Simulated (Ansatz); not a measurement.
```xyz
10

C     0.8804   -0.6391    1.2296
O     0.3743    0.5613    0.6804
Si   -0.3209    0.6892   -0.7738
O    -1.5244   -0.4090   -0.8539
Cl   -1.0392    2.5940   -0.9262
H     1.2845   -0.4105    2.2161
H     0.0904   -1.3877    1.3332
H     1.6836   -1.0525    0.6105
H     0.6439    0.4937   -1.8771
H    -2.0726   -0.4394   -1.6388
```

Total charge 0; spin multiplicity 1.

List the PBE0/def2-TZVPP orbital energies in eV (the Gaussian-basis code of Ansatz). (An estimate is asked.)

Computed: Occupied: -2767.25, -1804.19, -523.08, -522.94, -279.64, -259.12, -197.39, -197.27, -197.27, -146.28, -101.00, -100.96, -100.92, -28.99, -28.39, -23.07, -19.58, -16.12, -14.28, -13.18, -13.03, -12.52, -11.36, -10.82, -9.76, -9.36, -9.24, -9.03, -8.64. Lowest empty: 0.69, 1.10, 1.44, 2.20, 2.41, 3.09, 3.23, 3.56.
